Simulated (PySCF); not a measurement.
## Relaxation of singlet IGeN

Method: PBE0/[Ge def2-TZVP, N def2-TZVP, I def2-TZVP with ECP28], scalar-relativistic core potentials, density fitting, no spin–orbit coupling, PySCF. A (50,194) grid was used.

A hand-made bent start, of Cs symmetry, held to at least that symmetry:

```xyz
3
charge 0 multiplicity 1, angstrom
Ge   -1.1378    0.0000   -0.9246
N    -2.5385    0.0000    0.0562
I     0.9428    0.0000    0.5323
```

Task: What forces act on the atoms at the start (eV/Å)?

Result: 
| atom | Fx | Fy | Fz |
| --- | --- | --- | --- |
| Ge1 | 0.00 | 0.00 | 0.91 |
| N2 | 0.11 | 0.00 | -0.53 |
| I3 | -0.11 | 0.00 | -0.38 |

Task: What does it relax to?

Result: It ends at C∞v with Ge–I 2.454 Å, Ge–N 1.638 Å; I–Ge–N 180.0°. The frequency run here used a shortcut that can spoil soft modes, so no verdict on minimum or saddle point is given. Other isomers or separated fragments may lie lower.

Task: How much energy is released, and in how many steps?

Result: 54.4 kJ/mol in 13 steps.

The relaxation took roughly 120 core-seconds on a shared host.
